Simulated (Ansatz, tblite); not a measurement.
Cost and result up the ladder for the cluster HAu₂ (3 atoms). Total charge 0; doublet. Geometry: PBE-D4/def2-TZVP.

Cartesian coordinates in Å:
```
Au -0.2122 0.5447 -0.0594
Au -0.2006 -1.5398 1.4893
H 0.4128 0.9951 -1.4299
```

Ansatz on 4 threads of Arm Neoverse V1 on a shared host; xTB runs through tblite on one thread. Times are rough, summed over both states, and most runs start from the orbitals of an earlier one. CCSD(T)/def2-TZVPP serves as the yardstick here, not as an exact answer. The other state is a quartet at its own geometry.

In the def2 sets Au takes a core potential; there is no spin–orbit coupling. The xTB rows come from tblite. B3LYP takes the VWN-RPA correlation. HSE06 is defined as in plane-wave codes, on full-range PBE exchange. Correlated methods freeze no core orbitals; core or outer-core shells of Au are correlated, in sets that lack core-valence functions. In CCSD on the charge 0 quartet the largest single amplitude is 0.29, so its Hartree–Fock determinant may place the open shell otherwise than the density functionals do. The structure comes from a short search, and lower isomers may exist.

Correlated methods converge slowly with the basis.

xTB has no spin-polarisation term.

| level | functions | wall time | quartet − doublet (eV) | difference from CCSD(T)/def2-TZVPP (eV) |
| --- | --- | --- | --- | --- |
| GFN2-xTB | 19 | 0.005 s | 5.48 | 1.97 |
| GFN1-xTB | 20 | 0.006 s | 2.88 | -0.63 |
| MP2/def2-TZVP | 86 | 1.5 s | 3.63 | 0.11 |
| PBE-D4/def2-TZVP (with forces) | 86 | 2.9 s | 3.40 | -0.12 |
| revPBE-D4/def2-TZVP | 86 | 2.9 s | 3.33 | -0.19 |
| B3LYP-D4/def2-TZVP | 86 | 3.7 s | 3.38 | -0.13 |
| HSE06-D4/def2-TZVP | 86 | 3.8 s | 3.34 | -0.17 |
| RPA@PBE/def2-TZVP | 86 | 4.4 s | 3.12 | -0.40 |
| r2SCAN-D4/def2-TZVP | 86 | 6.1 s | 3.29 | -0.22 |
| PBE0-D4/def2-TZVP | 86 | 7 s | 3.34 | -0.17 |
| B97M-V/def2-TZVP | 86 | 11 s | 3.37 | -0.14 |
| ωB97M-V/def2-TZVP | 86 | 24 s | 3.37 | -0.14 |
| CCSD(T)/def2-TZVPP | 126 | 1.8 min | 3.51 | 0.00 |
